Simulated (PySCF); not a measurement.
**PbN: frontier orbitals**

PBE0 at R = 2.106 Å; basis Pb def2-SVP with ECP60, N def2-SVP; scalar-relativistic core potentials; PySCF 2.14. State: ⁴Π (quartet), unpaired electrons π ↑↑↑, a second solution, started from another occupation. Only the outer orbitals are listed, counted within each symmetry, core potentials removing the inner ones.

```
spin  orbital  occ.  ε (eV)  on Pb (%)           main shells (%)
   α       5σ     1  -20.82         30           70 N s, 21 Pb d
   α       6σ     1  -13.30         82     81 Pb s, 9 N s, 9 N p
   α       3π     1   -9.18         10            90 N p, 8 Pb p
   α       3π     1   -9.02         10                    90 N p
   α       7σ     1   -7.41         34  64 N p, 23 Pb p, 10 Pb s
   α       4π     1   -4.36         92                   92 Pb p
   α       4π     0   -2.65         93                   92 Pb p
   α       8σ     0    0.23         95           90 Pb p, 12 N p
   α       9σ     0    4.54        102                  102 Pb s
   β       5σ     1  -17.69         28           70 N s, 17 Pb s
   β       6σ     1  -12.04         75           73 Pb s, 18 N s
   β       7σ     1   -6.37         35           62 N p, 26 Pb p
   β       3π     0   -3.53         68           67 Pb p, 32 N p
   β       3π     0   -3.00         60           58 Pb p, 40 N p
   β       4π     0   -0.67         37           63 N p, 34 Pb p
```

**Question.** Which are the highest filled and the lowest empty level, where do they sit, and how wide is the gap?

**Answer.** Highest filled α 4π at -4.36 eV (in %: 92 Pb p); lowest empty β 3π at -3.53 eV (in %: 67 Pb p, 32 N p); the gap at PBE0 is 0.83 eV.

```json
{
 "bond order (Mayer)": "0.96",
 "⟨S²⟩": "3.759",
 "charge on Pb (Mulliken, basis-dependent)": "0.32",
 "charge on Pb (Löwdin, basis-dependent)": "0.22",
 "dipole moment (positive dipole means Pb(−)N(+))": "-1.86 D"
}
```

Shares are Mulliken populations and can fall outside 0 to 100 %.

Spin–orbit coupling is left out, which matters for elements this heavy, above all for dissociation energies.
